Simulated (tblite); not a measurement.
C6H9NO.
Numbering: `[H]/[N:1]=[CH:2]/[C:3]1([CH:4]=[O:5])[CH2:6][CH2:7][CH2:8]1` (hydrogens: H9 on N1; H10 on C2; H11 on C4; H12, H13 on C6; H14, H15 on C7; H16, H17 on C8)

Cartesian coordinates in Å at the GFN2-xTB level; atoms count from 1:
```
atom  x, y, z in Å
N1     2.2432   -0.6369   -0.8471
C2     1.5885   -0.2681    0.1556
C3     0.2070    0.2854   -0.0021
C4     0.3540    1.7863   -0.0126
O5     0.0535    2.5187    0.8853
C6    -0.8442   -0.2650    0.9777
C7    -1.6550   -0.7993   -0.2138
C8    -0.6081   -0.2512   -1.1963
H9     3.1756   -0.9982   -0.6633
H10    1.9376   -0.2970    1.1974
H11    0.7794    2.1626   -0.9625
H12   -1.3344    0.5150    1.5577
H13   -0.4690   -1.0297    1.6551
H14   -1.7553   -1.8819   -0.2314
H15   -2.6402   -0.3510   -0.3174
H16   -0.0671   -0.9994   -1.7696
H17   -0.9725    0.5218   -1.8696
```

Calculated harmonic vibrations of the isolated species, GFN2-xTB (tblite), most abundant isotopes, no scaling. Against measured fundamentals such values can be off by several per cent, at times by over 20. One conformer, not necessarily the lowest.

Harmonic wavenumbers (cm⁻¹): 47.3, 53.4, 56.2, 220.2, 228.5, 297.1, 341.3, 437.7, 626.6, 665.8, 747.0, 781.4, 831.3, 868.3, 907.3, 919.6, 1005.9, 1035.1, 1043.1, 1043.9, 1098.7, 1155.2, 1180.1, 1184.7, 1196.9, 1227.2, 1236.8, 1256.3, 1272.9, 1348.7, 1356.9, 1463.3, 1465.4, 1486.8, 1720.9, 1785.8, 2774.5, 2833.6, 3002.2, 3010.6, 3016.4, 3023.8, 3026.7, 3035.8, 3350.9.

A = 2345, B = 2216, C = 1438 MHz; mass 111.068 u (most abundant isotopes); point group C1, symmetry number 1.

Question: Zero-point energy?

Answer: ½Σν̃ = 30334 cm⁻¹ = 362.87 kJ/mol.

Question: What is S at 298.15 K and 1 bar for an ideal gas of classical rigid rotors and harmonic oscillators?

Answer: Translation 167.60, rotation 117.80, vibration 101.09: S = 386.5 J/(mol K).

Question: And Cp and H(298.15 K) − H(0)?

Answer: Cp = 131.15 J/(mol K), of which vibrations give 97.89 (their classical limit is 45 R = 374.2); H(298.15 K) − H(0) = 24.66 kJ/mol without the zero-point energy, 14.74 from vibrations.

Question: What must be added to the electronic energy to get the Gibbs energy at 298.15 K and 1 bar?

Answer: ZPE + [H(298.15 K) − H(0)] − T·S = 362.87 + 24.66 − 115.23 = 272.30 kJ/mol.

Question: Blend soft modes into free rotors: weight 1/[1 + (100 cm⁻¹/ν̃)⁴] for the oscillator and the rest for a rotor with moment μB/(μ + B), μ = h/(8π²ν), B = 10⁻⁴⁴ kg m². What vibrational entropy results?

Answer: 86.79 J/(mol K) in place of 101.09, which changes −T·S at 298.15 K by +4.26 kJ/mol.

Question: How do the functions run with temperature in this model?

Answer: 
```
T (K)  S (J/(mol K))  Cp (J/(mol K))  H − H(0) (kJ/mol)  G − H(0) (kJ/mol)  ln q(vib)
  100          285.8            69.0               5.31             -23.26       2.02
  200          341.8            96.4              13.55             -54.81       4.23
  300          387.3           131.9              24.90             -91.29       6.25
  500          472.1           203.5              58.71            -177.34      10.26
  800          584.5           273.9             131.30            -336.33      16.29
 1000          649.1           303.9             189.25            -459.82      20.14
```

q(vib) and H(0) count from the zero-point level.

Hindered rotation and anharmonicity are outside this model. Other conformers, if any are populated, would add a mixing term that is left out. The structure is chiral; the term R ln 2 for an equal mix with its mirror image is left out.
